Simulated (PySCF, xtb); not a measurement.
Al(H)(Br)(NH2) (AlBrH3N), SMILES [AlH]([NH2])[Br]. Other conformers were not sampled.

Harmonic wavenumbers (cm⁻¹) from GFN2-xTB run with xtb at its own minimum, in rising order: 120, 170, 399, 454, 467, 469, 631, 825, 1468, 1912, 3383, 3420.

### Question
What does B3LYP-D3(BJ)/def2-TZVP in PySCF give at its own minimum? (An estimate is asked for; the answer gives what the named calculation found.)

### Answer
164, 361, 390, 419, 508, 575, 740, 837, 1569, 1994, 3569, 3655. Paired by order, the mean absolute difference is 96 cm⁻¹ and the zero-point energies are 19.6 and 21.1 kcal/mol.
